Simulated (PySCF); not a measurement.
Species: `CCC(=S)N(C)CC`. The columns A, B, C and D hold Mulliken, IAO, Hirshfeld and ESP-fitted charges (e) of one PBE0/pcSseg-1 density (PySCF), in a shuffled order. Coordinates in Å (GFN2-xTB); the density's dipole moment is (-1.52, 4.21, 1.42) D.

```
atom       x       y       z       A       B       C       D
  C1   3.065  -0.389  -0.363  -0.242  -0.413  -0.127  -0.222
  C2   1.814   0.365   0.063  +0.013  -0.271  -0.070  -0.309
  C3   0.581  -0.496   0.104  +0.089  +0.036  +0.077  +0.083
  S4   0.626  -2.071  -0.378  -0.343  -0.278  -0.201  -0.222
  N5  -0.551   0.075   0.554  +0.009  -0.111  -0.014  -0.638
  C6  -0.619   1.475   0.898  -0.476  -0.312  -0.054  -0.050
  C7  -1.786  -0.680   0.616  +0.160  -0.155  -0.023  -0.047
  C8  -2.613  -0.520  -0.656  -0.204  -0.426  -0.123  -0.266
  H9   2.938  -0.805  -1.360  +0.070  +0.155  +0.032  +0.132
 H10   3.261  -1.211   0.320  +0.067  +0.153  +0.033  +0.130
 H11   3.921   0.281  -0.366  +0.062  +0.135  +0.038  +0.107
 H12   1.636   1.194  -0.632  +0.064  +0.147  +0.046  +0.147
 H13   1.973   0.800   1.055  +0.061  +0.145  +0.044  +0.143
 H14  -0.325   2.109   0.057  +0.160  +0.148  +0.049  +0.125
 H15   0.032   1.706   1.745  +0.148  +0.149  +0.050  +0.128
 H16  -1.642   1.724   1.172  +0.187  +0.158  +0.057  +0.135
 H17  -2.352  -0.346   1.489  +0.017  +0.133  +0.042  +0.113
 H18  -1.524  -1.733   0.748  -0.013  +0.170  +0.028  +0.156
 H19  -3.526  -1.102  -0.579  +0.066  +0.147  +0.048  +0.118
 H20  -2.043  -0.880  -1.509  +0.060  +0.157  +0.035  +0.134
 H21  -2.874   0.523  -0.823  +0.048  +0.132  +0.035  +0.103
```

**Question.** Which column most likely holds the ESP-fitted charges?

**Answer.** A. Σ q r misses the density's dipole by 0.09 D (A), 0.56 D (B), 1.39 D (C), 1.44 D (D). Charges fitted to the outside potential are the only set here that is tied to the molecule's multipoles.

**Question.** And the Hirshfeld charges?

**Answer.** C. The mean sizes are 0.058 e (C), 0.122 e (A), 0.167 e (D), 0.187 e (B), and Hirshfeld charges are commonly the smallest of these schemes.

As computed, A = ESP-fitted, B = IAO, C = Hirshfeld, D = Mulliken. Hydrogens on carbon: ESP-fitted -0.01 to +0.19, IAO +0.13 to +0.17, Hirshfeld +0.03 to +0.06, Mulliken +0.10 to +0.16 e.

The ESP scheme fits charges at the nuclei, held to the total charge, to the electrostatic potential on points at 1.4 to 2.0 times the van der Waals radii. The Mulliken scheme counts on each atom the diagonal of the density matrix times the overlap matrix over that atom's basis functions.

One conformer (not necessarily the lowest) at the GFN2-xTB geometry, without solvent, vibrations or thermal averaging.

Conformer computed: `[CH3:1][CH2:2][C:3](=[S:4])[N:5]([CH3:6])[CH2:7][CH3:8]`: C1–C2–C3–S4 -4°, C2–C3–N5–C6 4°, C3–N5–C7–C8 -92°.
